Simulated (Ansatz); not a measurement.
Computed with Ansatz on PBE0-D4/def2-TZVP structures; ΔE is electronic, products minus reactants. CBS: MP2 limit from def2 TZ/QZ plus the TZ coupled-cluster correction, frozen cores. This one scheme is used for every species. DFT in def2-TZVPP. B3LYP here is the variant with VWN-RPA as its local correlation; programs differ in this. Each species was taken in one conformer, which may not be the lowest.

Reaction (ligand exchange at the Si–C bond): `FC(F)(Cl)C[SiH3]` + `CCS` → `CCS[SiH3]` + `CC(F)(F)Cl`

`FC(F)(Cl)C[SiH3]`:

Z-matrix (Å, degrees):
```
C
F 1 1.344
Cl 1 1.785 2 107.4
F 1 1.344 2 106.8 3 115.0
C 1 1.500 2 111.3 3 -123.4
Si 5 1.896 1 114.7 2 -59.6
H 5 1.092 1 108.2 2 62.4
H 5 1.092 1 108.3 2 178.4
H 6 1.483 5 110.6 1 60.9
H 6 1.485 5 106.6 1 179.8
H 6 1.483 5 110.6 1 -61.3
```

`CCS`:

Z-matrix (Å, degrees):
```
C
C 1 1.514
H 1 1.094 2 110.6
H 1 1.091 2 111.0 3 120.4
H 1 1.093 2 111.0 3 -119.6
S 2 1.813 1 114.1 3 -177.2
H 2 1.092 1 111.5 3 58.7
H 2 1.093 1 110.8 3 -60.2
H 6 1.343 2 96.8 1 -62.2
```

`CCS[SiH3]`:

```xyz
12

C     1.797    1.105   -0.040
C     0.571    0.296    0.333
S    -0.410   -0.059   -1.167
Si   -1.991   -1.171   -0.288
H     2.429    0.558   -0.743
H     2.388    1.324    0.852
H     1.515    2.052   -0.504
H    -0.055    0.846    1.039
H     0.859   -0.651    0.796
H    -2.908   -1.545   -1.392
H    -1.479   -2.395    0.386
H    -2.718   -0.360    0.727
```

`CC(F)(F)Cl`:

Z-matrix (Å, degrees):
```
C
C 1 1.499
H 1 1.088 2 109.7
H 1 1.089 2 109.7 3 -120.5
H 1 1.091 2 108.3 3 119.8
F 2 1.343 1 111.0 3 -179.1
F 2 1.343 1 111.0 3 -60.4
Cl 2 1.781 1 112.0 3 60.2
```

| level | ΔE (eV) |
| --- | --- |
| PBE-D4 | -0.70 |
| r2SCAN-D4 | -0.71 |
| B3LYP-D4 | -0.69 |
| ωB97M-V | -0.66 |
| PBE | -0.70 |
| PBE0 | -0.71 |
| MP2/def2-QZVPP | -0.72 |
| HF/CBS(def2) | -0.72 |

Question: What does CCSD(T)/CBS give? (Best estimate.)

Answer: Computed: -0.69 eV. The listed levels differ from it by -0.01, -0.02, 0.00, 0.03, -0.01, -0.02, -0.03, -0.03 eV.

Largest T1 diagnostic among the species: 0.011.
